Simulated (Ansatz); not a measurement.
`F[C@H]1[CH2][Ge@@H]1[F]`, relaxed with RKS PBE0-D4/def2-TZVP in the Gaussian-basis code of Ansatz from a PBE-D4/def2-SVP geometry. The force threshold is 0.005 eV/Å; the program also tests the step.

The species carries charge 0 and has multiplicity 1.

Start:

```xyz
9

F     0.857    0.356   -1.936
C    -0.020    0.451   -0.889
C    -0.446   -0.860   -0.200
Ge    0.478    0.374    1.004
F    -0.515    1.327    2.107
H    -0.851    1.149   -1.117
H     0.195   -1.722   -0.461
H    -1.520   -1.114   -0.174
H     1.824    0.038    1.666
```

| step | energy (eV) | largest force (eV/Å) | largest move (Å) |
| --- | --- | --- | --- |
| 1 | -64078.8082 | 0.616 | 0.000 |
| 2 | -64078.8466 | 0.291 | 0.029 |
| 3 | -64078.8519 | 0.042 | 0.025 |
| 4 | -64078.8522 | 0.016 | 0.011 |
| 5 | -64078.8522 | 0.010 | 0.003 |
| 6 | -64078.8522 | 0.001 | 0.001 |

End:

```xyz
9

F     0.842    0.350   -1.920
C    -0.019    0.453   -0.866
C    -0.446   -0.856   -0.198
Ge    0.470    0.353    1.003
F    -0.505    1.318    2.069
H    -0.836    1.135   -1.095
H     0.187   -1.702   -0.461
H    -1.503   -1.105   -0.184
H     1.810    0.054    1.652
```

Hardware: 4 threads of an Intel Xeon Platinum 8559C on a shared host. Wall time 14 s, peak host memory 0.54 GiB.
